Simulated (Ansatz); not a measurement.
Basis-set extrapolation for CH₇BFNSi (`BN(C)[SiH2]F`) (PBE0-D4/def2-TZVP geometry, frozen core, Ansatz 0.2.0). Multiplicity 1, RHF reference.

```json
{"": "HF", "def2-TZVPP": "-509.672308", "def2-QZVPP": "-509.692733"}
{"": "MP2 correlation", "def2-TZVPP": "-0.860410", "def2-QZVPP": "-0.926461"}
{"": "CCSD(T) correlation", "def2-TZVPP": "-0.935995", "def2-QZVPP": "not run"}
```

Energies in hartree. Use E(X) = E(∞) + A·exp(−7.88·√X) for Hartree–Fock and E(X) = E(∞) + B·X^(−2.97) for correlation, with X = 3 and 4, and add CCSD(T) minus MP2 of the smaller set to the MP2 limit.

**Question.** What is the CCSD(T) energy at the basis-set limit?

**Answer.** HF limit: -509.692733 + (-0.020425) × 0.13774 = -509.69555. MP2 limit: -0.926461 + (-0.066051) × 0.74074 = -0.97539. Higher-order term: -0.935995 − (-0.860410) = -0.07559. Total: -510.74653 hartree, 3.76 eV below CCSD(T)/def2-TZVPP.
